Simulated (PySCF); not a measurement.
AlH₂I.
SMILES: `[H][Al]([H])[I]`

Method: TDDFT CAM-B3LYP/def2-SVPD, vertical, gas phase, core orbitals frozen in the response, def2 core potentials past Kr in PySCF 2.14.0, density-fitted response routines. Isolated species at its PBE0-D3(BJ)/def2-SVP geometry, gas phase. Spin–orbit coupling is left out.

Task: List the vertical singlet excitations with oscillator strengths and describe the spectrum.

Result: 

```json
{"state": "S1", "E (eV)": "4.66", "λ (nm)": "266.0", "f": "0.0000", "symmetry": "–", "main configurations (H = HOMO, L = LUMO)": "H→L (97%)"}
{"state": "S2", "E (eV)": "5.43", "λ (nm)": "228.4", "f": "0.059", "symmetry": "A1", "main configurations (H = HOMO, L = LUMO)": "H-1→L (95%)"}
{"state": "S3", "E (eV)": "5.93", "λ (nm)": "209.0", "f": "0.0018", "symmetry": "–", "main configurations (H = HOMO, L = LUMO)": "H-2→L (98%)"}
{"state": "S4", "E (eV)": "6.01", "λ (nm)": "206.2", "f": "0.0000", "symmetry": "–", "main configurations (H = HOMO, L = LUMO)": "H-3→L (97%)"}
{"state": "S5", "E (eV)": "6.06", "λ (nm)": "204.5", "f": "0.045", "symmetry": "B1 or B2", "main configurations (H = HOMO, L = LUMO)": "H→L+1 (94%)"}
{"state": "S6", "E (eV)": "6.36", "λ (nm)": "194.8", "f": "0.051", "symmetry": "B1 or B2", "main configurations (H = HOMO, L = LUMO)": "H-1→L+1 (93%)"}
{"state": "S7", "E (eV)": "7.09", "λ (nm)": "174.8", "f": "0.017", "symmetry": "B1 or B2", "main configurations (H = HOMO, L = LUMO)": "H→L+2 (78%), H→L+3 (9%)"}
{"state": "S8", "E (eV)": "7.46", "λ (nm)": "166.2", "f": "0.099", "symmetry": "B1 or B2", "main configurations (H = HOMO, L = LUMO)": "H-1→L+2 (70%), H-1→L+3 (18%)"}
{"state": "S9", "E (eV)": "7.58", "λ (nm)": "163.6", "f": "0.0011", "symmetry": "–", "main configurations (H = HOMO, L = LUMO)": "H→L+3 (79%)"}
{"state": "S10", "E (eV)": "7.74", "λ (nm)": "160.2", "f": "0.275", "symmetry": "A1", "main configurations (H = HOMO, L = LUMO)": "H-2→L+1 (69%), H→L+8 (24%)"}
{"state": "S11", "E (eV)": "7.86", "λ (nm)": "157.8", "f": "0.0031", "symmetry": "B1 or B2", "main configurations (H = HOMO, L = LUMO)": "H→L+5 (55%), H-3→L+1 (32%)"}
{"state": "S12", "E (eV)": "7.95", "λ (nm)": "156.0", "f": "0.0000", "symmetry": "–", "main configurations (H = HOMO, L = LUMO)": "H→L+6 (97%)"}
{"state": "S13", "E (eV)": "7.98", "λ (nm)": "155.3", "f": "0.114", "symmetry": "A1", "main configurations (H = HOMO, L = LUMO)": "H→L+4 (89%)"}
{"state": "S14", "E (eV)": "8.01", "λ (nm)": "154.7", "f": "0.023", "symmetry": "B1 or B2", "main configurations (H = HOMO, L = LUMO)": "H-1→L+3 (72%), H-1→L+2 (13%)"}
{"state": "S15", "E (eV)": "8.12", "λ (nm)": "152.7", "f": "0.049", "symmetry": "B1 or B2", "main configurations (H = HOMO, L = LUMO)": "H-3→L+1 (40%), H→L+5 (38%)"}
```

Triplets (Tamm–Dancoff): T1 4.49 eV, H→L (92%); T2 4.79 eV, H-1→L (97%); T3 5.53 eV, H-2→L (91%); T4 5.56 eV, H-3→L (90%).

The lowest singlet comes at 266 nm (450 kJ/mol) in the ultraviolet; it is dark (f under 0.0005); its leading configuration is HOMO→LUMO (97%). The most intense listed level is S10 at 7.74 eV (160 nm, f = 0.275), 3.08 eV above S1. Löwdin shares by element: HOMO iodine 82%, aluminium 11%; LUMO aluminium 61%, iodine 20%, hydrogen 19%. Orbital energies (eV): HOMO-3 -10.70, HOMO-2 -10.32, HOMO-1 -9.23, HOMO -8.87, LUMO -0.97, LUMO+1 0.38, LUMO+2 0.80. The listed states span 3.46 eV, and the widest gap between neighbours is 0.77 eV (S1 to S2). Weighted by f, the mean energy of these states is 7.37 eV. All these states lie below the vertical ionisation energy of 9.95 eV (ΔSCF). Symmetry labels in C2v follow from the direction of the transition dipole and are given only for states with f of 0.002 or more; B1 and B2 swap with the choice of axes. Singlets were solved by full linear response, triplets in the Tamm–Dancoff approximation.
